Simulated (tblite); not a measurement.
Species: C4H4N3OSi (doublet state).
Numbering: `[N:1]#[C:2][c:3]1[c:4][c:5]([SiH2:6][NH2:7])[o:8][n:9]1` (hydrogens: H10, H11 on Si6; H12, H13 on N7)
Bond orders are those of one Lewis drawing.

Computed with GFN2-xTB (tblite), gas phase: L-BFGS steps from a force-field or distance-geometry start until the largest atomic force falls under 0.01 eV/Å.

Step 6: E = -679.7180 eV
```
atom  x, y, z in Å  |  force x, y, z in eV/Å
N1      4.0852    1.8652   -0.2671    0.314   0.227   0.007
C2      3.2451    1.0918   -0.2674   -0.164  -0.117  -0.008
C3      2.1437    0.2228   -0.2737   -0.078   0.030   0.020
C4      0.7823    0.5745   -0.2875    0.002   0.108  -0.024
C5      0.0718   -0.5946   -0.2950    0.007  -0.023   0.019
Si6    -1.8145   -0.8161   -0.2901    0.184  -0.045   0.105
N7     -2.3790    0.8090   -0.2790    0.054   0.050   0.137
O8      0.9744   -1.5905   -0.2763   -0.329  -0.239  -0.025
N9      2.2314   -1.0893   -0.2627   -0.054   0.032  -0.018
H10    -2.2477   -1.5714   -1.4606    0.051   0.071  -0.097
H11    -2.2525   -1.4648    0.9379    0.107  -0.231   0.145
H12    -3.1481    1.0189    0.3355   -0.158   0.043  -0.131
H13    -1.6965    1.5450   -0.1929    0.065   0.093  -0.132
```

Step 7: E = -679.7274 eV
```
atom  x, y, z in Å  |  force x, y, z in eV/Å
N1      4.0819    1.8632   -0.2668    0.152   0.046   0.007
C2      3.2448    1.0837   -0.2675    0.050   0.161  -0.006
C3      2.1391    0.2233   -0.2740    0.005   0.042   0.023
C4      0.7805    0.5801   -0.2873   -0.023   0.036  -0.028
C5      0.0728   -0.5907   -0.2959   -0.049  -0.055   0.031
Si6    -1.8090   -0.8241   -0.2844    0.068   0.071   0.094
N7     -2.3719    0.8039   -0.2724    0.045   0.057   0.153
O8      0.9703   -1.5897   -0.2771   -0.238  -0.160  -0.022
N9      2.2297   -1.0870   -0.2629   -0.134  -0.073  -0.023
H10    -2.2447   -1.5663   -1.4662    0.066   0.077  -0.036
H11    -2.2468   -1.4756    0.9455    0.123  -0.205   0.086
H12    -3.1496    1.0269    0.3266   -0.161  -0.021  -0.133
H13    -1.7015    1.5527   -0.1964    0.096   0.023  -0.145
```

Q: Estimate the geometry and energy of step 8. (The exact step hangs on the optimiser's Hessian estimate; all steps are aligned on step 7, rigid shifts and turns removed.)

A: E = -679.7377 eV, largest force 0.394 eV/Å
```
atom  x, y, z in Å  |  force x, y, z in eV/Å
N1      4.0817    1.8619   -0.2664   -0.007  -0.123   0.004
C2      3.2454    1.0788   -0.2678    0.193   0.343  -0.001
C3      2.1348    0.2250   -0.2739    0.043  -0.042   0.014
C4      0.7778    0.5858   -0.2878   -0.002  -0.067  -0.022
C5      0.0730   -0.5875   -0.2961   -0.117  -0.051   0.036
Si6    -1.8017   -0.8312   -0.2764   -0.120   0.153   0.075
N7     -2.3634    0.7998   -0.2623    0.035   0.046   0.166
O8      0.9617   -1.5914   -0.2785   -0.075   0.005  -0.014
N9      2.2239   -1.0866   -0.2637   -0.156  -0.083  -0.027
H10    -2.2401   -1.5591   -1.4726    0.089   0.095   0.057
H11    -2.2381   -1.4914    0.9552    0.147  -0.153  -0.007
H12    -3.1550    1.0349    0.3146   -0.124  -0.071  -0.144
H13    -1.7045    1.5614   -0.2033    0.094  -0.053  -0.138
```

The energy changes by -0.0103 eV. The first-order estimate −F·Δx gives -0.0143 eV and the mean of the old and new forces, exact on a quadratic surface, -0.0102 eV. The step makes an angle of 52° with the force vector and moves no atom by more than 0.020 Å.

The cost below is that of the whole relaxation. The run took 0.43 s wall on Arm Neoverse V2, one thread (shared host).
